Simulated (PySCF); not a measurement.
F₂Sc, charge +1. Atoms are numbered in the order given.

```xyz
3

Sc     0.0000     0.0000     0.4398
F      0.0000    -1.4755    -0.5131
F      0.0000     1.4755    -0.5131
```
Charge +1, spin multiplicity 1.

Coordinates come from a PBE0-D3(BJ)/def2-TZVP optimisation. The multiplicity is an assumed one; other spin states were not compared. The isomer is the one that the SMILES or the coordinates give; other isomers of the formula were not compared.

Method: TDDFT-PBE0/def2-TZVPD run with PySCF.

Vertical excitations. Isolated molecule, no solvent. State labels are in the subgroup C2v.

```tsv
state	symmetry	energy (eV)	λ (nm)	f	main pairs
S1	B2	6.66	186	0.000	HOMO→LUMO 97 %
S2	A2	6.72	184	0.000	HOMO→LUMO+1 99 %
S3	B1	7.05	176	0.010	HOMO−1→LUMO 89 %
S4	A1	7.06	176	0.001	HOMO−2→LUMO 65 %, HOMO−1→LUMO+1 31 %
S5	B1	7.09	175	0.002	HOMO−2→LUMO+1 89 %
S6	A2	7.25	171	0.000	HOMO−3→LUMO 95 %
S7	B2	7.33	169	0.000	HOMO−3→LUMO+1 54 %, HOMO→LUMO+2 39 %
S8	A1	7.38	168	0.001	HOMO−1→LUMO+1 59 %, HOMO−2→LUMO 30 %
S9	B1	7.40	168	0.003	HOMO→LUMO+3 88 %
S10	B2	7.40	168	0.005	HOMO−4→LUMO 39 %, HOMO→LUMO+2 38 %, HOMO−3→LUMO+1 15 %
T1	B2	6.59	188	0	HOMO→LUMO 93 %
T2	A2	6.64	187	0	HOMO→LUMO+1 97 %
T3	A1	6.78	183	0	HOMO−1→LUMO+1 44 %, HOMO−2→LUMO 36 %, HOMO−3→LUMO+3 9 %, HOMO−2→LUMO+2 7 %
T4	A1	6.86	181	0	HOMO−2→LUMO 49 %, HOMO−1→LUMO+1 40 %
```
Triplets are in the Tamm–Dancoff approximation, which puts them higher than full response would, so one can lie above its singlet here.
